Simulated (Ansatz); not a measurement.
`[NH2][GeH2][NH][GeH2][NH2]` + H₂ → `[NH2][GeH3]` + `[NH2][GeH2][NH2]`  (hydrogenolysis of a Ge–N bond)

Gas-phase electronic energies from Ansatz, PBE0-D4/def2-TZVP geometries. CBS: MP2 limit from def2 TZ/QZ plus the TZ coupled-cluster correction, frozen cores. This one scheme is used for every species. Functionals use def2-TZVPP. For Ge outer-core shells are correlated without core-valence functions, which leaves a few kJ/mol of doubt a bond. Scalar relativity is left out up to krypton. Each species was taken in one conformer, which may not be the lowest.

`[NH2][GeH2][NH][GeH2][NH2]`:

Cartesian coordinates in Å:
```
N -1.435 0.503 1.130
Ge -1.320 -1.133 0.291
N 0.375 -1.154 -0.373
Ge 1.165 0.291 -1.200
N 1.730 1.610 -0.055
H -2.376 0.858 1.230
H -0.975 0.544 2.029
H -1.485 -2.373 1.200
H -2.431 -1.099 -0.781
H 0.831 -2.047 -0.467
H 0.141 0.956 -2.134
H 2.398 -0.255 -1.940
H 0.952 1.998 0.464
H 2.430 1.301 0.606
```

H₂:

Cartesian coordinates in Å:
```
H -0.052 0.366 -0.048
H 0.052 -0.366 0.048
```

`[NH2][GeH3]`:

Cartesian coordinates in Å:
```
N -0.603 0.192 -0.974
Ge 0.490 -0.159 0.467
H -1.425 -0.396 -1.013
H -0.905 1.155 -1.028
H 1.701 0.778 0.346
H -0.175 0.062 1.847
H 0.917 -1.631 0.356
```

`[NH2][GeH2][NH2]`:

Cartesian coordinates in Å:
```
N 1.028 -0.554 1.004
Ge -0.388 -0.415 -0.149
N -0.309 1.322 -0.728
H 1.933 -0.429 0.573
H 1.041 -1.389 1.572
H -1.628 -0.816 0.684
H -0.326 -1.271 -1.436
H -0.900 1.540 -1.517
H -0.452 2.011 -0.003
```

CCSD(T)/CBS gives +13.5 kJ/mol.

Q: Another level gave +5.8 kJ/mol. Which?
A. SCS-MP2/def2-TZVPP
B. MP2/def2-TZVPP
C. r2SCAN/def2-TZVPP
D. HF/def2-TZVPP

A: C. r2SCAN 5.8, SCS-MP2/def2-TZVPP 16.0, HF/def2-TZVPP -11.1, MP2/def2-TZVPP 22.2 kJ/mol.

Largest T1 diagnostic among the species: 0.011.

The D4 term adds +17.4 kJ/mol with B3LYP and +10.0 kJ/mol with PBE0; it sums over pairs of atoms, weighted by their polarisabilities, and B3LYP, whose exchange is more repulsive, gets the larger term. In def2-TZVPP, CCSD(T) changes the Hartree–Fock value by +25.7 kJ/mol (the triples alone add +5.8 kJ/mol) and MP2 by +33.3 kJ/mol.

B3LYP here is the variant with VWN-RPA as its local correlation; programs differ in this.
